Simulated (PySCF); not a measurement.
Structure problem from calculated spectra and properties.

Formula: C7H10N2S.

- 13C NMR: chemical shifts (computed TMS as zero) by class: 178.4 (1 C), 166.0 (1 C), 143.7 (1 C), 117.1 (1 C), 33.9 (1 C), 20.0 (1 C), 16.8 (1 C) ppm [GIAO KT2/pcSseg-1]
- Triplet: lowest triplet excitation (Tamm–Dancoff): 3.09 eV [TDA CAM-B3LYP/def2-SVPD]
- Dipole: 1.81 D [CAM-B3LYP/def2-SVPD]
- Valence photoelectron: vertical ionisation energy: 8.99 eV [ΔSCF CAM-B3LYP/def2-SVPD]
- Polarisability: 115.9 au [CAM-B3LYP/def2-SVPD]
- Rotational structure: rotational constants A, B, C: 1.815, 0.888, 0.640 GHz [PBE0-D3(BJ)/def2-SVP]

Gas-phase values; electronic properties from PySCF, density fitting. Levels stand in brackets. The structure is a single PBE0-D3(BJ)/def2-SVP conformer in the gas phase; no vibrational or solvent corrections. NMR values are class means; diastereotopic atoms form classes of their own.

Q: Propose a structure and show how it fits.

A: Numbering: `[CH2:1]=[C:2]([CH2:3][CH3:4])[c:5]1[n:6][c:7]([CH3:8])[n:9][s:10]1`. Its formula, C7H10N2S, gives 4 degrees of unsaturation: 1 ring and 3 π bonds in the structure found (Kekulé form). 7 carbons fall into 7 classes; from least to most shielded: substituted aromatic carbon [C5] (178.4 ppm), substituted aromatic carbon [C7] (166.0 ppm), fully substituted alkene carbon [C2] (143.7 ppm), terminal =CH2 carbon [C1] (117.1 ppm), allylic carbon [C3] (33.9 ppm), benzylic-type carbon [C8] (20.0 ppm), methyl carbon [C4] (16.8 ppm). The first electron is taken from the HOMO, whose largest Löwdin shares are 0.21 on the ring sulfur, 0.18 on the terminal =CH2 carbon, 0.15 on a pyridine-type nitrogen and 0.13 on the fully substituted alkene carbon. The optimised geometry has point group C1 and is an asymmetric top. Structure: `C=C(CC)C1=NC(C)=NS1`. Computed isomers that give other values at the same levels: `CSc1ccnn1C1CC1` (rotational constant A: 1.984 GHz; this holds for the one conformer computed); `c1nscc1N1CCCC1` (rotational constant A: 3.590 GHz; this holds for the one conformer computed). The assignments are read from this structure; whether some other isomer fits the data as well wasn't checked.

Shape of the structure used: `[CH2:1]=[C:2]([CH2:3][CH3:4])[c:5]1[n:6][c:7]([CH3:8])[n:9][s:10]1`: C1–C2–C3–C4 110°, C1–C2–C5–N6 168°.
